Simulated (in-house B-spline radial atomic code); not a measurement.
Values are calculated unless marked as measured or tabulated.
## Softness against transferability: the 2p channel of O

O, [He] 2s2 2p4, non-relativistic LDA (VWN5), spherical and spin-unpolarised, from an all-electron radial atomic-structure program (B-spline basis) (atomic units). The all-electron 2p level is ε = -0.338381 hartree and its outer maximum at 0.81 bohr.

Troullier-Martins pseudo-orbitals are made for several radii. The cutoffs (hartree) are the plane-wave energies beyond which the orbital holds less than the named kinetic energy per electron. The phase error is the difference, pseudo minus all-electron, of arctan(R P'/P) at R = 2.01 bohr for all radii, half a hartree below and above the level.

```csv
r_c (bohr),V_l(0) (hartree),cutoff for 10 mEh,for 1 mEh,for 0.1 mEh,phase error at ε − 0.5 (mrad),at ε + 0.5 (mrad)
0.92,-16.44,44.2,59.6,105,+0.1,+0.4
1.06,-13.86,36.6,48.4,83.5,+0.4,+1.0
1.22,-11.70,30.4,39.4,66.8,+0.9,+2.2
1.38,-10.07,25.6,32.6,54.5,+1.8,+4.3
1.54,-8.81,21.8,27.7,45.7,+3.6,+7.7
1.71,-7.74,18.7,23.7,39.1,+6.8,+13.2
```

**Question.** Which radius needs the lowest cutoff for 0.1 mEh while both phase errors stay within 4.4 mrad?

**Answer.** The radii within that limit are 0.92, 1.06, 1.22, 1.38 bohr; of these r_c = 1.38 needs the least, 54.5 hartree, that is 109 Ry or 1483 eV.

**Question.** What does the larger radius buy, and what does it cost?

**Answer.** From r_c = 0.92 to 1.71 bohr the cutoff for 1 mEh goes from 59.6 to 23.7 hartree, a factor of 2.51, against 3.45 for a pure 1/r_c² scaling, end to end; step by step it is 59.6, 48.4, 39.4, 32.6, 27.7, 23.7, and for 0.1 mEh 105, 83.5, 66.8, 54.5, 45.7, 39.1; the number of plane waves goes as the cutoff to the power 3/2, here a factor of 4.0. The larger of the two phase errors is least at r_c = 0.92 bohr, 0.4 mrad; it is 0.4 at the smallest radius and 13.2 at the largest. These errors test the reference atom alone. Large radii also let the cores of neighbours overlap, which an atom doesn't show.
